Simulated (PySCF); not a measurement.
Compound: bromochloromethane, CH2BrCl.
InChI=1S/CH2BrCl/c2-1-3/h1H2

Computed with PBE0-D3(BJ)/def2-TZVP geometry optimisation, gas phase in PySCF.

Masses are those of the commonest isotopes; rigid-rotor values at the optimised geometry. 

Question: Give the principal moments of inertia and the rotational constants in GHz.

Answer: Ia = 16.91, Ib = 237.90, Ic = 251.56 u·Å²; 505379 MHz·u·Å²/I gives 29888, 2124 and 2009 MHz, that is A = 29.888, B = 2.1243, C = 2.0090 GHz.

Question: Classify the top.

Answer: A near-prolate asymmetric top; Ray's κ = -0.992.

Question: Is it planar, by Δ = Ic − Ia − Ib?

Answer: Not planar: Δ = Ic − Ia − Ib = -3.25 u·Å². For a rigid frame Δ = −2 Σ m c², so Σ m c² = 1.63 u·Å² lies off the ab plane, practically all of it from hydrogen. The atom farthest from that plane is 0.90 Å away.

Question: Give the other two planar moments, Paa and Pbb, and the rms extents of the mass along the axes.

Answer: Paa = Σ m a² = (Ib + Ic − Ia)/2 = 236.27 and Pbb = Σ m b² = (Ia + Ic − Ib)/2 = 15.28 u·Å². With the mass M = 127.90 u, the rms extents √(P/M) along a, b and c are 1.36, 0.35, 0.11 Å.

Question: Give the coordinates in the principal-axis frame, origin at the centre of mass.

Answer: The sense of each axis is arbitrary; atoms in the order of the calculation.
```csv
atom,mass (u),a (Å),b (Å),c (Å)
Cl1,34.969,-2.050,-0.209,0.000
C2,12.000,-0.659,0.863,0.000
Br3,78.918,1.026,-0.076,0.000
H4,1.008,-0.687,1.470,-0.898
H5,1.008,-0.687,1.471,0.898
```

Question: Where do the levels up to J = 3 lie, in cm⁻¹?

Answer: Above 0(0,0):
J = 1: 1(0,1) 0.1379, 1(1,1) 1.0640, 1(1,0) 1.0678
J = 2: 2(0,2) 0.4136, 2(1,2) 1.3359, 2(1,1) 1.3474, 2(2,1) 4.1258, 2(2,0) 4.1258
J = 3: 3(0,3) 0.8272, 3(1,3) 1.7437, 3(1,2) 1.7668, 3(2,2) 4.5394, 3(2,1) 4.5394, 3(3,1) 9.1796, 3(3,0) 9.1796

Question: Which types of transition are allowed, and where do some lines up to J = 3 fall?

Answer: The dipole components are |μa| = 0.19 D, |μb| = 1.58 D, |μc| = 0.00 D; the mirror of this Cs structure is the ab plane, so μc vanishes by symmetry and there are no c-type lines. The squared components, which scale the intensities, stand as 0.01 : 1.00 (a : b). Some lines, for components of 0.1 D or more:

```csv
type,branch,"J(Ka,Kc)",MHz,lower level (cm⁻¹)
a,Q,"2(1,1) ← 2(1,2)",346,1.336
a,Q,"3(1,2) ← 3(1,3)",692,1.744
a,R,"1(0,1) ← 0(0,0)",4133,0.000
a,R,"2(1,2) ← 1(1,1)",8151,1.064
a,R,"3(1,3) ← 2(1,2)",12227,1.336
a,R,"3(0,3) ← 2(0,2)",12399,0.414
a,R,"3(2,2) ← 2(2,1)",12400,4.126
a,R,"3(2,1) ← 2(2,0)",12401,4.126
b,Q,"1(1,0) ← 1(0,1)",27880,0.138
b,Q,"2(1,1) ← 2(0,2)",27995,0.414
b,Q,"3(1,2) ← 3(0,3)",28169,0.827
b,R,"1(1,1) ← 0(0,0)",31897,0.000
b,R,"2(1,2) ← 1(0,1)",35915,0.138
b,R,"3(1,3) ← 2(0,2)",39876,0.414
b,Q,"3(2,1) ← 3(1,2)",83122,1.767
b,Q,"2(2,1) ← 2(1,2)",83639,1.336
b,Q,"3(2,2) ← 3(1,3)",83812,1.744
b,R,"2(2,1) ← 1(1,0)",91674,1.068
b,R,"2(2,0) ← 1(1,1)",91790,1.064
b,R,"3(2,2) ← 2(1,1)",95692,1.347
b,R,"3(2,1) ← 2(1,2)",96040,1.336
b,Q,"3(3,0) ← 3(2,1)",139108,4.539
b,R,"3(3,1) ← 2(2,0)",151509,4.126
b,R,"3(3,0) ← 2(2,1)",151509,4.126
```

Stationary, but not proved a minimum. Constants of a rigid frame at the computed geometry: no zero-point averaging, no centrifugal distortion. Quadrupole hyperfine structure (35Cl, 79Br) is left out.
